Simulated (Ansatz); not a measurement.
AlCl3 (aluminium trichloride (monomer)): the energy, rung by rung

The species is AlCl3 (4 atoms), meant as a singlet with charge 0. As SMILES, `Cl[Al](Cl)Cl`. Geometry: optimised at PBE0/def2-SVP.

```jsonl
{"atom": "Cl", "x (Å)": "-1.1408", "y (Å)": "-0.1090", "z (Å)": "1.7349"}
{"atom": "Al", "x (Å)": "0.0000", "y (Å)": "0.0000", "z (Å)": "0.0000"}
{"atom": "Cl", "x (Å)": "1.7508", "y (Å)": "-1.1096", "z (Å)": "-0.1644"}
{"atom": "Cl", "x (Å)": "-0.6100", "y (Å)": "1.2186", "z (Å)": "-1.5705"}
```

Each level gives the adiabatic electron affinity (to the doublet anion, shapes relaxed at PBE0/def2-SVP, no zero-point term) (eV). The values are calculated.

The electron affinity is E(neutral) − E(anion): positive where the electron is bound.

| level | kind | program | value (eV) | less CCSD(T)/def2-TZVP | CPU time (all runs) |
| --- | --- | --- | --- | --- | --- |
| HF/def2-TZVP | Hartree–Fock | Ansatz | 0.94 | -0.20 | 4.8 s |
| BLYP/def2-TZVP | GGA | Ansatz | 1.15 | +0.01 | 5.5 s |
| r2SCAN/def2-TZVP | meta-GGA | Ansatz | 1.34 | +0.20 | 11 s |
| B3LYP/def2-TZVP | global hybrid | Ansatz | 1.30 | +0.16 | 7.8 s |
| CAM-B3LYP/def2-TZVP | range-separated hybrid | Ansatz | 1.29 | +0.15 | 8 s |
| RPA@PBE/def2-TZVP | RPA | Ansatz | 1.42 | +0.28 | 7.4 s |
| MP2/def2-TZVP | perturbation theory | Ansatz | 1.11 | -0.03 | 5.6 s |
| CCSD(T)/def2-TZVP | coupled cluster or CI | Ansatz | 1.14 | 0.00 | 42 s |

CCSD(T)/def2-TZVP is the highest level here, not the true value. The values span 0.94 to 1.42 eV. Times are those of the runs behind each value, whatever else they computed, on shared processors of several kinds: orders of magnitude only.
